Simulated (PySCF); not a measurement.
C2H4F2OSi, SMILES FC1(F)OC[SiH2]1.

The structure is a stationary point at B3LYP-D3(BJ)/def2-SVP. This is a generated structure with no PubChem entry under its InChIKey; it may be hypothetical.

Two levels are set side by side: TDDFT-PBE/def2-SVPD (PySCF) and TDDFT-B3LYP/def2-SVPD (PySCF). Vertical, same geometry. The lowest singlet is HOMO→LUMO 100 % with PBE and HOMO→LUMO 91 % with the other functional; states are paired by order. Differences are taken from unrounded values.

```
quantity                               TDDFT-B3LYP  TDDFT-PBE  TDDFT-PBE minus TDDFT-B3LYP
-------------------------------------  -----------  ---------  ---------------------------
lowest singlet excitation (eV)                6.53       5.78                        -0.76
lowest triplet excitation (TDA) (eV)          6.07       5.51                        -0.55
first bright state (f over 0.05) (eV)         7.26       6.74                        -0.53
its oscillator strength                       0.07       0.05                        -0.02
```

A lower first singlet is the usual sign of a functional without exact exchange. Differences between two approximate levels are no errors against the true value.

Rough cost on one machine, each run with all the roots and properties that it gave: TDDFT-B3LYP against TDDFT-PBE about 3 times.
